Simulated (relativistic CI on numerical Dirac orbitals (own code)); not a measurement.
## Slater and spin-orbit integrals, Ta¹⁷⁺

These numbers are calculated, not measured: Dirac-Coulomb-Breit CI, KLI orbitals optimised for each configuration, model QED, unscaled Slater integrals (own radial code, finite nucleus).

Slater integrals F^k, G^k are unscaled and averaged over j, outside the closed core [Ar] 3d10; ζ comes from projecting the Hamiltonian with its Breit term on Σ l·s of the shell.

- 4s2 4p6 4d10 4f10: F^2(4f,4f) = 191010, F^4(4f,4f) = 122580, F^6(4f,4f) = 89015, ζ(4f) = 5178.9 cm⁻¹; <r>(4f) = 0.5293, <r^2>(4f) = 0.3297 (bohr units).
- 4s2 4p6 4d10 4f9 5s: F^2(4f,4f) = 193820, F^4(4f,4f) = 124500, F^6(4f,4f) = 90452, ζ(4f) = 5351.2, G^3(4f,5s) = 34186 cm⁻¹; <r>(4f) = 0.523, <r^2>(4f) = 0.3215, <r>(5s) = 0.9183, <r^2>(5s) = 0.9384 (bohr units).
- 4s2 4p6 4d9 4f11: ζ(4d) = 39255, F^2(4f,4f) = 190980, F^4(4f,4f) = 122560, F^6(4f,4f) = 88999, F^2(4d,4f) = 190810, F^4(4d,4f) = 123850, G^1(4d,4f) = 217810, G^3(4d,4f) = 141680, G^5(4d,4f) = 101600, ζ(4f) = 5147.9 cm⁻¹; <r>(4d) = 0.5034, <r^2>(4d) = 0.2914, <r>(4f) = 0.5294, <r^2>(4f) = 0.3297 (bohr units).

Averages of the first 10 configurations, taken without configuration mixing, which lowers the lowest level and can move excited configurations by several eV; other configurations of the list can lie among them:

```
          Configuration  Parity  States  Average energy above the lowest level (eV)
      4s2 4p6 4d10 4f10    even    1001                                        12.2
    4s2 4p6 4d10 4f9 5s     odd    4004                                        22.0
       4s2 4p6 4d9 4f11     odd    3640                                       227.3
    4s2 4p6 4d10 4f9 6s     odd    4004                                       194.3
      4s2 4p5 4d10 4f11    even    2184                                       423.3
       4s 4p6 4d10 4f11     odd     728                                       567.6
   4s2 4p6 4d10 4f8 5s2    even    3003                                        39.0
4s2 4p6 4d10 4f7 5s2 6s     odd    6864                                       238.9
          4p6 4d10 4f12    even      91                                      1125.5
           4p6 4d9 4f13     odd     140                                      1340.7
```
